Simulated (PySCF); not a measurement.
# Pb²⁺ (lead, charge +2) across methods

[Xe] 4f14 5d10 6s2, closed-shell 1S. Computed with PySCF 2.14 in aug-cc-pVQZ-PP with ECP60MDF (7s7p5d3f2g, 92 functions), with a scalar-relativistic core potential.

```csv
method,E (hartree),mean ε 5p (eV),mean ε 5d (eV),mean ε 6s (eV),Σ⟨r²⟩ (bohr²),⟨S²⟩
M06,-192.1181,-107.69,-40.142,-28.342,38.49,0.000
PBE0,-192.0751,-108.47,-40.122,-28.329,38.53,0.000
PBE,-192.1054,-103.70,-37.815,-27.385,38.57,0.000
MN15,-191.7008,-106.13,-40.375,-29.610,38.63,0.000
B97-3,-192.1283,-108.82,-40.224,-28.268,38.51,0.000
r2SCAN,-192.1582,-106.12,-38.518,-27.576,38.41,0.000
LDA,-191.7948,-103.62,-37.932,-27.831,38.65,0.000
UHF,-191.10954,-121.67,-45.914,-30.101,38.79,0.000
```

Energies and moments cover only the electrons outside the core potential. Spin-orbit coupling, which splits the p, d and f shells strongly at this Z, is absent.
